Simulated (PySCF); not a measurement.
# Ionisation energy of V by level of theory

V [Ar] 3d3 4s2 (4F) → V⁺ [Ar] 3d4 (5D), as a difference of total energies. All numbers are calculated (PySCF 2.14, the spin-free X2C one-electron Hamiltonian (Gaussian nucleus), in aug-cc-pwCVTZ-DK). Correlated levels: valence: [Ar] frozen; valence and next inner shell: [Ne] frozen; nothing frozen. The calculations carry no spin-orbit coupling.

```
                                method  ionisation energy (eV)
                                   UHF                   6.174
                                   LDA                   6.468
                                   PBE                   6.385
                                  PBE0                   6.346
                                r2SCAN                   6.447
                                 B97-3                   6.803
                                  BP86                   6.611
                                M06-2X                   7.052
                         MP2 (valence)                   6.583
                     SCS-MP2 (valence)                   7.119
    MP2 (valence and next inner shell)                   6.345
SCS-MP2 (valence and next inner shell)                   6.816
                   MP2 (all electrons)                   6.331
               SCS-MP2 (all electrons)                   6.807
```

Question: How much does correlation contribute at MP2 (all electrons)?

Answer: 6.331 − (6.174) = 0.157 eV, measured against UHF.

A first-order spin-orbit estimate (lowest level to lowest level, LS coupling) adds 0.016 eV.

Errors of the correlated levels include the incompleteness of this basis and the frozen core.

For comparison: 6.746 eV (measured; NIST Atomic Spectra Database, ionization energies).
